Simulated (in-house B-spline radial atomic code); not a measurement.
Results of a calculation; reference values are marked as such.
Weak and strong correlation along the adiabatic connection

Two-electron singlets in several external potentials (atomic units), by full CI in B-splines with partial waves to l = 8 (correlation energies up to 0.6 % small). The repulsion is scaled by λ at fixed density; W(λ) is the mean repulsion less the Hartree energy, W(0) = E_x, and the area under W from 0 to 1 is E_xc.

One system gave this curve:

```tsv
λ	W (hartree)
0	-0.43782
0.02	-0.43999
0.05	-0.44316
0.12	-0.45016
0.25	-0.46181
0.4	-0.47339
0.6	-0.4863
0.8	-0.49692
1	-0.50577
1.4	-0.5196
2	-0.53407
3	-0.54928
4.5	-0.56258
7	-0.57484
10	-0.58325
```

Question: Which system is it?
A. −Z exp(−kr)/r, Z = 3.32, k = 1.37
B. ω²r²/2 − Z/r, ω = 0.0594, Z = 2
C. ω²r²/2 − Z/r, ω = 0.458, Z = -0.5
D. −Z/r, Z = 7.25

Answer: C. The exchange energy sets the size: ω²r²/2 − Z/r, ω = 0.458, Z = -0.5: E_x = -0.438, E_c = -0.0396; −Z/r, Z = 7.25: E_x = -4.31, E_c = -0.0451; −Z exp(−kr)/r, Z = 3.32, k = 1.37: E_x = -1.54, E_c = -0.046; ω²r²/2 − Z/r, ω = 0.0594, Z = 2: E_x = -1.03, E_c = -0.042 hartree.
